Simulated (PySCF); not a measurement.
Compound: CoMe2, C₂H₆Co (quartet state).
Cartesian coordinates in Å at the PBE0-D3(BJ)/def2-SVP level; atoms count from 1:
```
atom  x, y, z in Å
Co1   -0.0035    0.0073   -0.0001
C2     0.0043   -0.0028    1.9940
H3    -0.4441    0.9100    2.4265
H4     1.0284   -0.0773    2.4033
H5    -0.5623   -0.8589    2.4043
C6    -0.0056    0.0052   -1.9940
H7    -1.0293    0.0021   -2.4109
H8     0.5092   -0.8792   -2.4116
H9     0.5027    0.8936   -2.4115
```

Computed with PBE0-D3(BJ)/def2-SVP geometry optimisation, gas phase (PySCF).

Task: Which atoms are bound to Co1, and at what distances?

Result: 2 atoms: C6 1.994 Å, C2 1.994 Å. The nearest atom not counted as bound is H5, at 2.62 Å (others tie with it).

Task: What is the shape at Co1?

Result: Linear: angle 179.6°.

Task: What are the other bond lengths?

Result: C2–H3 and 5 like bonds 1.105 Å.

Charge 0, quartet. ⟨S²⟩ = 3.765 (exact for a quartet: 3.75). Not checked by PBE0-D3(BJ)/def2-SVP frequencies.

Caution for open-shell metal species: one SCF solution and one stationary point were followed, and a lower state or a bent or distorted shape isn't ruled out.
